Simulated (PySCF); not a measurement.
C3H5NOSi, SMILES [Si@@H]1(N=CC=C1)O.

Coordinates come from a B3LYP-D3(BJ)/def2-SVP optimisation. The structure was generated by enumeration; whether it is a known compound was not checked. One conformer was computed; it need not be the lowest.

Two levels are set side by side: TDDFT-PBE/def2-SVPD (PySCF) and TDDFT-CAM-B3LYP/def2-SVPD (PySCF). Vertical, same geometry. The lowest singlet is HOMO→LUMO 100 % with PBE and HOMO→LUMO 94 % with the other functional; states are paired by order. Differences are taken from unrounded values.

| quantity | TDDFT-PBE |
|---|---|
| lowest singlet excitation (eV) | 2.99 |
| lowest triplet excitation (TDA) (eV) | 2.57 |
| first bright state (f over 0.05) (eV) | 6.03 |
| its oscillator strength | 0.06 |

Question: These are the TDDFT-PBE values. What does TDDFT-CAM-B3LYP give? (Estimate from the structure and the level; the computed values follow.)

Answer: 
| quantity | TDDFT-CAM-B3LYP | TDDFT-PBE minus TDDFT-CAM-B3LYP |
|---|---|---|
| lowest singlet excitation (eV) | 3.63 | -0.64 |
| lowest triplet excitation (TDA) (eV) | 3.01 | -0.44 |
| first bright state (f over 0.05) (eV) | 7.34 | -1.31 |
| its oscillator strength | 0.08 | -0.02 |

A lower first singlet is the usual sign of a functional without exact exchange. Differences between two approximate levels are no errors against the true value.

Rough cost on one machine, each run with all the roots and properties that it gave: TDDFT-CAM-B3LYP against TDDFT-PBE about 7 times.
